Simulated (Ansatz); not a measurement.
Basis sets compared for GeBr₂. The state is a singlet with charge 0. Geometry PBE0-D4/def2-TZVP. Ansatz on 4 threads of Intel Xeon on a shared host; times are rough, and most runs start from earlier orbitals.

```
atom   x (Å)   y (Å)   z (Å)
 Ge1  -0.384  -0.686  -0.607
 Br2  -0.519  -0.516   1.725
 Br3   0.903   1.201  -1.118
```

The 6-31G sets use Cartesian d functions.

Binding counts from free atoms (Ge triplet, Br doublet) in the same basis, without a counterpoise term.

| level | functions | energy (Eh) | HOMO (eV) | LUMO (eV) | binding per atom (eV) | wall time |
| --- | --- | --- | --- | --- | --- | --- |
| HF/STO-3G | 54 | -7141.1577 | -6.93 | 3.27 | 2.25 | 1.4 s |
| HF/6-31G | 87 | -7219.2009 | -10.23 | -0.84 | 1.20 | 3.5 s |
| PBE-D4/def2-SVP | 96 | -7223.4417 | -6.61 | -3.79 | 2.59 | 2.5 s |
| PBE-D4/def2-TZVP | 144 | -7224.3295 | -6.74 | -3.90 | 2.60 | 3 s |
| r2SCAN-D4/def2-TZVP | 144 | -7225.3678 | -7.03 | -3.90 | 2.53 | 6 s |
| PBE0-D4/def2-SVP | 96 | -7223.6662 | -7.72 | -3.17 | 2.47 | 4 s |
| PBE0-D4/def2-TZVP | 144 | -7224.5536 | -7.79 | -3.22 | 2.49 | 6.5 s |

(1) Estimate the rows for PBE-D4/def2-TZVPD, r2SCAN-D4/def2-TZVPD, PBE0-D4/def2-TZVPD.

Results:

(1) 
```csv
level,functions,energy (Eh),HOMO (eV),LUMO (eV),binding per atom (eV),wall time
PBE-D4/def2-TZVPD,168,-7224.3310,-6.78,-3.93,2.60,4.9 s
r2SCAN-D4/def2-TZVPD,168,-7225.3690,-7.05,-3.92,2.54,8 s
PBE0-D4/def2-TZVPD,168,-7224.5549,-7.82,-3.24,2.49,8.5 s
```
